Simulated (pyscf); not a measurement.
Insertion: HO–Si:–OH (SMILES O[Si]O) [singlet] + HO–SiH₃ (SMILES O[SiH3]) → HO–SiH₂–SiH(OH)–OH (SMILES O[SiH2][SiH](O)O)

Gas phase, singlet surface, charge 0. Bonds broken: Si7–H9. Bonds formed: Si2–Si7, Si2–H9. Single points on ωB97X-D3(BJ)/def2-SVP structures (PySCF, gas phase).

Transition state (Å):

```xyz
11

O     -2.3896    -0.5321     1.0149
Si    -1.2927    -0.3988    -0.2305
O     -1.9684    -0.8908    -1.6702
H     -3.3156    -0.3051     0.8783
H     -2.9124    -0.7847    -1.8306
O      1.7136     0.7074    -0.5339
Si     0.2444     1.3932    -0.1245
H      1.8059    -0.2054    -0.2348
H     -1.4275     1.3985    -0.4750
H      0.0279     1.6544     1.3236
H      0.3422     2.6390    -0.9327
```

One imaginary mode, 424i cm⁻¹; descent along it reached the two sides named, in the forms told below.

```tsv
bond	change	reactant side (Å)	saddle	product side
Si7–H9	breaks	1.500	1.708	3.3
Si2–Si7	forms	3.5	2.363	2.331
Si2–H9	forms	3.1	1.819	1.498
```

Electronic energies relative to the separated reactants (kJ/mol):

```tsv
level	barrier	reaction energy	reverse barrier
ωB97X-D3(BJ)/def2-TZVP	62.6	-137.5	200.2
PBE/def2-TZVP	58.2	-106.9	165.1
r²SCAN/def2-TZVP	56.2	-124.3	180.4
B3LYP-D3(BJ)/def2-TZVP	81.2	-107.4	188.6
PBE0-D3(BJ)/def2-TZVP	55.2	-127.7	182.9
M06-2X/def2-TZVP	85.0	-108.7	193.7
ωB97M-D3(BJ)/def2-TZVP	88.2	-97.5	185.7
HF/def2-TZVP	141.8	-95.9	237.7
```

With ωB97M-D3(BJ)/def2-TZVP energies and thermal terms (ideal gas, 1 atm, RRHO with modes under 100 cm⁻¹ raised to 100, one conformer, R ln 2 for chiral ones without a mode under 150 cm⁻¹), in kJ/mol:

| T (K) | ΔH‡ | ΔG‡ | ΔH | ΔG |
|---|---|---|---|---|
| 298 | 87.7 | 138.0 | -90.7 | -41.1 |
| 600 | 90.0 | 188.2 | -86.8 | +7.7 |
| 900 | 92.9 | 236.7 | -82.1 | +54.0 |
| 1200 | 95.9 | 284.1 | -77.3 | +98.6 |

On the product side the descent ends in a point that may be a rotor saddle (no frequency run), 4.2 kJ/mol over the lowest minimum found and 195.9 kJ/mol under the saddle at ωB97X-D3(BJ)/def2-TZVP. The same reactants have a lower exit, to HO–Si(OH)(OH)–SiH₃ (barrier +37.0 kJ/mol at ωB97M-D3(BJ)/def2-TZVP, against +88.2 kJ/mol here). HO–SiH₂–SiH(OH)–OH lies 159.2 kJ/mol over its isomer HO–SiH(OH)–O–SiH₃ (electronic energy, ωB97M-D3(BJ)/def2-TZVP). One saddle was located; it need not be the lowest between these sides.
